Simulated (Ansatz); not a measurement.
Cartesian coordinates (Å):
```xyz
4

Cl     2.1586    -0.7680     0.1193
In     0.0004    -0.0016     0.0032
Cl    -1.7415    -1.4904    -0.0888
Cl    -0.4149     2.2535    -0.0217
```
Charge 0, spin multiplicity 1.

Level of theory: frozen-core CCSD(T)/def2-TZVPP // PBE0-D4/def2-TZVP in Ansatz (a first-principles code).

The HF energy is -1567.91945 Ha and the MP2 correlation energy is -0.82865 Ha.

Estimate the CCSD correlation energy, the (T) correction, the total energy and the T1 diagnostic.


```yaml
CCSD correlation energy: -0.86678 Ha
"(T) correction": -0.03467 Ha
CCSD(T) total energy: -1568.82091 Ha
T1 diagnostic: 0.012
```
